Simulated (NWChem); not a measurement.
Species: CH$_{4}$MgO$_{2}$; SMILES C[O][Mg][OH]

```xyz
8

Mg     0.0000     0.0000    -0.7076
O      0.0000     0.0000    -2.4664
H      0.0000     0.0000    -3.4163
O      0.0000     0.0000     1.0612
C      0.0000     0.0000     2.4320
H      0.6691     0.7784     2.8523
H     -1.0087     0.1903     2.8523
H      0.3395    -0.9687     2.8523
```
Atoms are numbered in this order, from 1.

Program: NWChem. The geometry was optimised at PBE0/def2-SVP.

**Question.** Taking PBE0/aug-cc-pVTZ as the yardstick, which of these has the fewest basis functions while keeping “dipole (D)” within 0.05 D of it: PBE0/cc-pVTZ; PBE0/aug-cc-pVDZ; PBE0/cc-pVDZ?

**Answer.** PBE0/aug-cc-pVDZ (a larger set in the list lies outside the tolerance).
| level | basis functions | dipole (D) | relative time (rough) |
|---|---|---|---|
| PBE0/cc-pVDZ | 80 | 0.74 | 1 |
| PBE0/aug-cc-pVDZ | 132 | 0.54 | 2 |
| PBE0/cc-pVTZ | 180 | 0.69 | 2 |
| PBE0/aug-cc-pVTZ | 280 | 0.56 | 6 |

The yardstick is one finite set, not the basis-set limit.
